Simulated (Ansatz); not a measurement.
Basis-set extrapolation for C2H4O2Si, SMILES `O=C1CO[SiH2]1` (PBE0-D4/def2-TZVP geometry, frozen core, Ansatz 0.2.0). Multiplicity 1, RHF reference.

|  | def2-TZVPP | def2-QZVPP |
| --- | --- | --- |
| HF | -516.817560 | -516.837112 |
| MP2 correlation | -0.892005 | -0.958765 |
| CCSD(T) correlation | -0.957723 | not run |

Energies in hartree. Use E(X) = E(∞) + A·exp(−7.88·√X) for Hartree–Fock and E(X) = E(∞) + B·X^(−2.97) for correlation, with X = 3 and 4, and add CCSD(T) minus MP2 of the smaller set to the MP2 limit.

Task: What is the CCSD(T) energy at the basis-set limit?

Result: HF limit: -516.837112 + (-0.019552) × 0.13774 = -516.83981. MP2 limit: -0.958765 + (-0.066760) × 0.74074 = -1.00822. Higher-order term: -0.957723 − (-0.892005) = -0.06572. Total: -517.91375 hartree, 3.77 eV below CCSD(T)/def2-TZVPP.
